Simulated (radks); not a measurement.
Q: Hf37+, configuration [Ar] 3d10 4s2 4p5. Calculated with a radial shooting solver on a logarithmic mesh with Libxc functionals: scalar-relativistic Kohn-Sham, SCAN, spin-polarised, spherical densities, finite nucleus; open shells are filled with parallel spins first (spin-orbit coupling, left out, can overturn this in heavy ions); meta-GGA in the generalised Kohn-Sham scheme; Fermi nuclear charge, rms radius 5.347 fm. Some entries of the table are withheld. Estimate them.

| orbital | occ. | eigenvalue (Ry) | <1/r> (bohr^-1) | <r> (bohr) |
|---|---|---|---|---|
| 1s up | 1 | -4921.834 | 83.78 | 0.01899 |
| 1s down | 1 | -4921.764 | 83.78 | 0.01899 |
| 2s up | 1 | -941.6346 | 19.60 | 0.08028 |
| 2s down | 1 | -941.5933 | 19.60 | 0.08027 |
| 2p up | 3 | -841.1311 | 17.87 | 0.07165 |
| 2p down | 3 | -841.0643 | 17.87 | 0.07165 |
| 3s up | 1 | -302.4058 | 7.354 | 0.2059 |
| 3s down | 1 | -302.3562 | 7.352 | 0.2059 |
| 3p up | 3 | -272.0946 | 6.824 | 0.2052 |
| 3p down | 3 | -272.0266 | 6.823 | 0.2052 |
| 3d up | 5 | -237.0652 | 6.448 | 0.1853 |
| 3d down | 5 | -236.9836 | 6.449 | 0.1853 |
| 4s up | 1 | (1) | 3.497 | 0.4193 |
| 4s down | 1 | (2) | 3.496 | 0.4195 |
| 4p up | 3 | (3) | 3.286 | (4) |
| 4p down | 2 | (5) | 3.285 | (6) |

A: 
(1) 4s up eigenvalue (Ry): -138.3173
(2) 4s down eigenvalue (Ry): -137.9361
(3) 4p up eigenvalue (Ry): -126.9820
(4) 4p up <r> (bohr): 0.4306
(5) 4p down eigenvalue (Ry): -126.6062
(6) 4p down <r> (bohr): 0.4308
